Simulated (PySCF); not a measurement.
Radial density of Mn(2+) (manganese, charge +2)

r2SCAN0, [Ar] 3d5, high-spin 6S determinant. Computed with PySCF 2.14 in aug-cc-pVTZ with one added diffuse shell each of s, p, d, f, g type (9s8p6d4f3g, 118 functions), with no relativity, point nucleus.

```
r (bohr)  4πr²ρ (e/bohr)  4πr²(ρα − ρβ)
 0.00108          0.1473         0.0000
 0.00182          0.4017         0.0000
 0.00306           1.068         0.0000
 0.00515           2.723         0.0000
 0.00867           6.464         0.0001
  0.0146           13.63         0.0001
  0.0245           23.59         0.0003
  0.0413           29.83         0.0008
  0.0694           25.53         0.0049
   0.117           24.57         0.0403
   0.196           33.06         0.2878
   0.330           18.95         1.4255
   0.555           12.68         3.7126
   0.934           12.94         4.0457
    1.57           3.143         1.6683
    2.64          0.2462         0.2204
    4.45        0.003293         0.0033
    7.48       1.035e-05         0.0000
```
